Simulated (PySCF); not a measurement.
PySCF 2.14 output of an unrestricted LC-wPBE calculation on a single atom or ion in def2-QZVPPD with the def2 core potential (60 electrons) (8s6p5d4f1g, 88 functions), with a scalar-relativistic core potential:

```
SCF conv_tol = 1e-09
number electrons alpha = 12  beta = 9
    O. A. Vydrov and G. E. Scuseria.,  J. Chem. Phys. 125, 234109 (2006)
cycle= 1 E= -213.40635806312  delta_E= -0.00821  |g|= 0.0208  |ddm|= 0.272
cycle= 2 E= -213.406644522254  delta_E= -0.000286  |g|= 0.00535  |ddm|= 0.0476
cycle= 3 E= -213.40666808538  delta_E= -2.36e-05  |g|= 0.00215  |ddm|= 0.0139
cycle= 4 E= -213.406670293937  delta_E= -2.21e-06  |g|= 0.000426  |ddm|= 0.00317
cycle= 5 E= -213.406670509024  delta_E= -2.15e-07  |g|= 6.67e-05  |ddm|= 0.00105
cycle= 6 E= -213.406670515085  delta_E= -6.06e-09  |g|= 7.58e-06  |ddm|= 0.000176
cycle= 7 E= -213.40667051515  delta_E= -6.44e-11  |g|= 9.37e-07  |ddm|= 3.32e-05
converged SCF energy = -213.40667051515  <S^2> = 3.7524319  2S+1 = 4.0012158
```

The run itself started from symmetry-adapted Hartree-Fock orbitals and held the occupation by maximum overlap, on a logarithmic radial grid, so the iterations belong to that start.

**Question.** Which element, charge and spin multiplicity is this?

**Answer.** Bi²⁺ (bismuth, charge +2), multiplicity 4; the state was [Xe] 4f14 5d10 6s1 6p2, high-spin 4P determinant (an excited configuration).

Energies and moments cover only the electrons outside the core potential. Spin-orbit coupling is strong in this species (close to jj coupling), so the high-spin LS determinant is a model state, not a physical level.
